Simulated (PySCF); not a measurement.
dimethyl selenide (C2H6Se), SMILES C[Se]C.

Geometry optimised at PBE-D3(BJ)/def2-SVP.

The numbers are results of PBE-D3(BJ)/def2-SVP in PySCF, not measurements.

Frequencies are harmonic and unscaled.

Problem. List the normal modes with their intensities. (The exact figures need the calculation; the answer reports its results.)

Solution. 
| mode | ν (cm⁻¹) | IR (km/mol) | Raman (Å⁴/amu) | depolarisation | moving atoms (share of kinetic energy) |
|---|---|---|---|---|---|
| 1 | 150 | 0.5 | 0.0 | – | H 95 % |
| 2 | 155 | 0.0 | 0.1 | 0.75 | H 97 % |
| 3 | 210 | 0.0 | 3.0 | 0.68 | C 53 %, H 35 %, Se 12 % |
| 4 | 586 | 0.2 | 17.5 | 0.14 | C 72 %, H 15 %, Se 13 % |
| 5 | 598 | 1.7 | 8.8 | 0.75 | C 68 %, Se 18 %, H 14 % |
| 6 | 823 | 1.0 | 2.9 | 0.75 | H 86 %, C 14 % |
| 7 | 858 | 0.0 | 5.1 | 0.75 | H 87 %, C 13 % |
| 8 | 890 | 12.9 | 4.9 | 0.75 | H 84 %, C 14 % |
| 9 | 939 | 19.4 | 5.9 | 0.66 | H 76 %, C 22 % |
| 10 | 1233 | 7.9 | 3.2 | 0.75 | H 85 %, C 15 % |
| 11 | 1257 | 2.1 | 2.0 | 0.19 | H 85 %, C 15 % |
| 12 | 1381 | 0.0 | 36.9 | 0.75 | H 95 % |
| 13 | 1389 | 15.1 | 0.0 | – | H 95 % |
| 14 | 1395 | 19.7 | 0.1 | 0.75 | H 95 % |
| 15 | 1402 | 0.3 | 28.0 | 0.75 | H 96 % |
| 16 | 2975 | 20.3 | 302.2 | 0.00 | H 98 % |
| 17 | 2979 | 19.3 | 1.4 | 0.75 | H 98 % |
| 18 | 3081 | 12.8 | 133.1 | 0.75 | H 90 %, C 10 % |
| 19 | 3088 | 0.0 | 16.9 | 0.75 | H 90 %, C 10 % |
| 20 | 3099 | 5.5 | 112.8 | 0.72 | H 90 %, C 10 % |
| 21 | 3100 | 0.4 | 56.9 | 0.75 | H 90 %, C 10 % |
